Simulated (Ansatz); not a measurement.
Te2Pb3⁺. The state is a doublet with charge 1. Geometry PBE0-D4/def2-SVP, basis def2-TZVP, Ansatz.

```xyz
5

Pb    0.369   -1.960   -0.687
Pb    0.127    0.146    3.485
Pb    0.302    1.908   -0.848
Te   -1.224    0.016    0.905
Te    0.427   -0.111   -2.855
```

```tsv
run	HOMO (eV)	LUMO (eV)
A	-8.16	-7.16
B	-8.52	-6.79
C	-7.95	-7.85
D	-7.77	-7.53
E	-8.03	-7.40
```

In the def2 sets Pb, Te take a core potential; there is no spin–orbit coupling. HSE06 is defined as in plane-wave codes, on full-range PBE exchange. Another isomer (doublet) lies 1.24 eV lower at PBE0-D4/def2-TZVP; other spin states weren't run for this one.

HOMO and LUMO are taken over both spins.

Task: The runs used HSE06, LDA (SPW92), PBE, PBE0, r2SCAN. Estimate which is which.

Result: A HSE06 (range-separated); B PBE0 (25 % exact exchange); C LDA (SPW92) (0 % exact exchange); D PBE (0 % exact exchange); E r2SCAN (0 % exact exchange). Exact exchange lowers occupied and raises empty levels; among semilocal functionals meta-GGAs tend to open the gap a little, and such runs are hard to tell apart. The gap grows from 0.11 eV (LDA (SPW92)) to 1.73 eV (PBE0).
